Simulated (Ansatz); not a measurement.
One change: `O=C[Se][Zn][Cl]` becomes `C[SiH2][Se]C=O`.

Ansatz, PBE0-D4/def2-TZVP geometries, multiplicity 1. Each molecule was computed in one conformer, which needn't be the lowest. `O=C[Se][Zn][Cl]` holds a close contact that its SMILES doesn't draw: Zn···O 2.19 Å.

Scalar relativity is left out up to krypton. Spin–orbit coupling is left out; it splits and shifts lone-pair levels of the heavy atoms by tenths of an eV.

```csv
property,`O=C[Se][Zn][Cl]`
LUMO energy (B3LYP/def2-TZVPP) / eV,-2.33
size of the dipole moment (PBE/def2-TZVPP) / D,3.14
size of the dipole moment (ωB97M-V/def2-TZVPP) / D,3.27
HOMO–LUMO gap (PBE/def2-TZVPP) / eV,3.71
LUMO energy (ωB97M-V/def2-TZVPP) / eV,0.03
HOMO energy (B3LYP/def2-TZVPP) / eV,-7.64
```

(1) What does the change do to each property? (Estimate.)

## Answers

(1) Ansatz gave: 
```
                                          property  `C[SiH2][Se]C=O`  shift
               LUMO energy (B3LYP/def2-TZVPP) / eV             -1.31   1.02
    size of the dipole moment (PBE/def2-TZVPP) / D              3.40   0.26
size of the dipole moment (ωB97M-V/def2-TZVPP) / D              3.65   0.38
               HOMO–LUMO gap (PBE/def2-TZVPP) / eV              4.16   0.45
             LUMO energy (ωB97M-V/def2-TZVPP) / eV              1.15   1.12
               HOMO energy (B3LYP/def2-TZVPP) / eV             -7.14   0.50
```

With PBE0 the HOMO rises by 0.51 eV and the LUMO rises by 1.04 eV, so the gap widens by about 0.53 eV. PBE moves the HOMO by 0.51 eV and ωB97M-V by 0.48 eV. Dipoles are sizes alone; their direction can turn.

Positive LUMOs are unbound, so they and the gaps depend on the basis.

B3LYP here is the variant with VWN-RPA as its local correlation; programs differ in this.
